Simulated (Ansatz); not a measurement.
Ideal-gas functions of `[SH][GeH2][Cl]` at 400 K and 1 bar, from an Ansatz frequency run at PBE0-D4/def2-TZVP.

Molar mass 143.15 g/mol, point group C1 (symmetry number 1), electronic degeneracy 1, moments of inertia 63.687, 225.079, 278.949 u Å². Harmonic wavenumbers (cm⁻¹, unscaled): 134, 186, 410, 427, 458, 642, 752, 803, 849, 2177, 2198, 2715.

Use S(trans) = R[1.5 ln M + 2.5 ln T − 1.1517]; rotational temperatures θ = 24.2544 K / I; S(rot) = R[ln(√π/σ · √(T³/θAθBθC)) + 1.5]; for each mode x = 1.438777 ν̃/T, S = R[x/(eˣ − 1) − ln(1 − e⁻ˣ)] and H = RT x/(eˣ − 1); 1 cm⁻¹ = 0.0119627 kJ/mol; R = 8.31446 J/(mol·K).

Q: By hand: the entropy, in J/(mol·K).

A: Translation 176.9. Rotation: θ = 0.3808, 0.1078, 0.0869 K, giving 115.4. Vibration, mode by mode: 14.46, 11.81, 5.80, 5.52, 5.04, 2.99, 2.19, 1.89, 1.66, 0.03, 0.03, 0.01, in all 51.4. Electronic 0.0. Sum 343.7 J/(mol·K).

Q: By hand: H − E and G − E in kJ/mol, counted from the electronic energy.

A: Zero-point energy ½ × 11751 × 0.0119627 = 70.3; thermal vibration 11.7; translation, rotation and pV give 4 RT = 13.3. H − E = 95.3 kJ/mol, and G − E = 95.3 − 400 × 343.7/1000 = -42.2 kJ/mol.

Vibration gives 15 % of the entropy, 14.5 J/(mol·K) of it from the mode under 150 cm⁻¹: soft modes count most, and the harmonic formula is weakest for them. The sum counts one conformer and one mirror image; others add a mixing term.
